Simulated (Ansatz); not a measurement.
A nudged elastic band was laid between two geometries of CH3FMgS (7 atoms, charge 0, multiplicity 1).

Level of theory: RKS PBE-D4/def2-SVP in Ansatz 0.2.0.

```yaml
movable_images: 5
climbing_image: yes
spring: 5.0 eV/Å²
optimiser: quadratic models (default)
start_path: through a guess of the saddle point
force_threshold: 0.05 eV/Å
iteration_limit: 60
end_points: relaxed
```

Initial state:

```xyz
7
Properties=species:S:1:pos:R:3
C -0.522 1.069 -0.199
S 0.438 0.366 1.218
Mg 0.933 -1.764 0.479
F 1.328 -3.405 -0.065
H -1.467 0.520 -0.379
H -0.779 2.109 0.081
H 0.070 1.106 -1.135
```

Final state:

```xyz
7
Properties=species:S:1:pos:R:3
C -0.306 0.272 -0.361
S 0.095 1.179 1.170
Mg 0.596 -1.603 -0.065
F 1.344 -3.206 0.104
H -1.403 0.179 -0.508
H -0.453 2.409 0.913
H 0.128 0.769 -1.254
```

(1) Which bonds break or form, and what moves?

(2) What energy profile does the band end with?

(3) What is the geometry of the highest image?

(4) What are the harmonic wavenumbers there?

Results:

(1) Bonds broken: C1–H6. Bonds formed: C1–Mg3, S2–H6.

(2) The run converged. The highest image is number 3 of 0 to 6, 56.9 kcal/mol above the first end and 28.6 kcal/mol above the last; the last end lies 28.3 kcal/mol above the first. A vibrational analysis at the climbing image gives one clearly imaginary mode, 801i cm⁻¹: a first-order saddle point. The orbitals stay closed-shell, which can raise the energy where a bond breaks towards radicals; this wasn't checked here.

| image | path coordinate (Å) | energy (kcal/mol) | C1–H6 (Å) | C1–Mg3 (Å) | S2–H6 (Å) |
| --- | --- | --- | --- | --- | --- |
| 0 | 0.00 | 0.0 | 1.11 | 3.26 | 2.41 |
| 1 | 0.61 | 3.5 | 1.09 | 2.85 | 2.33 |
| 2 | 1.22 | 30.6 | 1.10 | 2.42 | 1.96 |
| 3 | 1.82 | 56.9 | 1.45 | 2.11 | 1.45 |
| 4 | 2.46 | 42.1 | 2.07 | 2.05 | 1.34 |
| 5 | 3.09 | 28.7 | 2.50 | 2.09 | 1.37 |
| 6 | 3.73 | 28.3 | 2.49 | 2.10 | 1.37 |

(3) 
```xyz
7
Properties=species:S:1:pos:R:3:forces:R:3
C -0.502 0.395 -0.434 0.03 0.00 -0.04
S 0.335 0.720 1.473 0.01 0.01 0.02
Mg 0.628 -1.308 0.094 -0.01 -0.01 -0.01
F 1.336 -2.937 0.031 0.01 -0.01 0.00
H -1.598 0.516 -0.361 -0.01 0.01 0.01
H -0.163 1.547 0.384 -0.02 0.02 0.02
H -0.036 1.066 -1.188 -0.01 -0.01 -0.01
```

(4) 801i, 125, 134, 255, 287, 438, 465, 607, 770, 943, 1056, 1301, 2086, 2995, 3130 cm⁻¹.

Run time: 97 s on 1 thread of AMD EPYC 9R45 96-Core Processor (Zen 5), with other jobs on the host, peak memory 0.16 GiB.
